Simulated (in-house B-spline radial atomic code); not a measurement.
Values are calculated unless marked as measured or tabulated.
Softness against transferability: the 2p channel of F

F, [He] 2s2 2p5, non-relativistic PBE, spherical and spin-unpolarised, from a B-spline radial code for spherical atoms (atomic units). The all-electron 2p level is ε = -0.408704 hartree and its outer maximum at 0.71 bohr.

Troullier-Martins pseudo-orbitals are made for several radii. The cutoffs (hartree) are the plane-wave energies beyond which the orbital holds less than the named kinetic energy per electron. The phase error is the difference, pseudo minus all-electron, of arctan(R P'/P) at R = 1.79 bohr for all radii, half a hartree below and above the level.

```tsv
r_c (bohr)	V_l(0) (hartree)	cutoff for 10 mEh	for 1 mEh	for 0.1 mEh	phase error at ε − 0.5 (mrad)	at ε + 0.5 (mrad)
0.8	-21.58	60.9	80.9	144	+0.2	+0.3
0.93	-18.01	49.6	64.5	113	+0.4	+0.7
1.07	-15.22	40.9	52.4	90.3	+1.0	+1.5
1.21	-13.11	34.6	43.8	74.4	+2.1	+3.1
1.34	-11.58	29.8	37.7	63.6	+3.9	+5.4
1.49	-10.17	25.6	32	54.1	+7.3	+9.4
```

Problem. Which radius needs the lowest cutoff for 0.1 mEh while both phase errors stay within 3.2 mrad?

Solution. The radii within that limit are 0.8, 0.93, 1.07, 1.21 bohr; of these r_c = 1.21 needs the least, 74.4 hartree, that is 149 Ry or 2025 eV.

Problem. What does the larger radius buy, and what does it cost?

Solution. From r_c = 0.8 to 1.49 bohr the cutoff for 1 mEh goes from 80.9 to 32 hartree, a factor of 2.53, against 3.47 for a pure 1/r_c² scaling, end to end; step by step it is 80.9, 64.5, 52.4, 43.8, 37.7, 32, and for 0.1 mEh 144, 113, 90.3, 74.4, 63.6, 54.1; the number of plane waves goes as the cutoff to the power 3/2, here a factor of 4.0. The larger of the two phase errors is least at r_c = 0.8 bohr, 0.3 mrad; it is 0.3 at the smallest radius and 9.4 at the largest. These errors test the reference atom alone. Large radii also let the cores of neighbours overlap, which an atom doesn't show.
